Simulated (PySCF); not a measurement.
Geometry (Å), atoms numbered from 1 in this order:
```xyz
21

C    -3.1778   -1.1408    0.4294
C    -1.6651   -1.1256    0.6338
Si   -0.7513    0.0898   -0.4654
C    -1.2664    1.8591   -0.1306
O     0.8889   -0.0797   -0.1924
Si    2.2318    0.6192    0.4817
Si    4.1148   -0.5156   -0.3271
H    -3.6708   -1.8898    1.0686
H    -3.4443   -1.3776   -0.6135
H    -3.6318   -0.1651    0.6663
H    -1.2365   -2.1250    0.4435
H    -1.4149   -0.8882    1.6830
H    -0.9987   -0.2472   -1.9020
H    -0.6932    2.5622   -0.7551
H    -2.3349    2.0087   -0.3529
H    -1.1001    2.1269    0.9253
H     2.1743    0.5337    1.9771
H     2.3081    2.0736    0.1247
H     4.0461   -1.9639    0.0400
H     4.1900   -0.4005   -1.8164
H     5.3622    0.0675    0.2611
```

Geometry: PBE0-D3(BJ)/def2-SVP; GIAO absolute shieldings from PySCF 2.14, gas phase, non-relativistic, averaged over equivalent atoms.

At KT3/pcSseg-1 (210 basis functions, 71 s wall time on 1 thread of an Intel Xeon, shared host):
| atoms | σ (ppm) |
| --- | --- |
| C2 | 169.5 |
| C1 | 173.4 |
| C4 | 184.8 |
| Si3 | 358.5 |
| Si6 | 394.2 |
| Si7 | 469.7 |
| O5 | 305.9 |
| H18 | 25.91 |
| H17 | 25.94 |
| H13 | 26.51 |
| H19/H20/H21 | 27.97 |
| H8/H9/H10 | 30.42 |
| H11 | 30.44 |
| H12 | 30.65 |
| H14/H15/H16 | 31.07 |

Problem. What do these become at PBE0/pcSseg-1?

Solution. 
| atoms | σ at PBE0/pcSseg-1 | change |
| --- | --- | --- |
| C2 | 173.6 | +4.1 |
| C1 | 177.4 | +4.0 |
| C4 | 187.3 | +2.5 |
| Si3 | 341.9 | -16.6 |
| Si6 | 379.6 | -14.6 |
| Si7 | 458.8 | -10.9 |
| O5 | 313.8 | +7.9 |
| H18 | 25.84 | -0.07 |
| H17 | 25.87 | -0.07 |
| H13 | 26.40 | -0.11 |
| H19/H20/H21 | 27.79 | -0.18 |
| H8/H9/H10 | 30.40 | -0.02 |
| H11 | 30.47 | +0.03 |
| H12 | 30.69 | +0.04 |
| H14/H15/H16 | 31.01 | -0.06 |

The largest change is at Si3 (silicon bonded to 2 C, O, H). Cost: 210 basis functions, 61 s wall time on 1 thread of an Intel Xeon, shared host. The order of the carbon signals is the same at both levels.
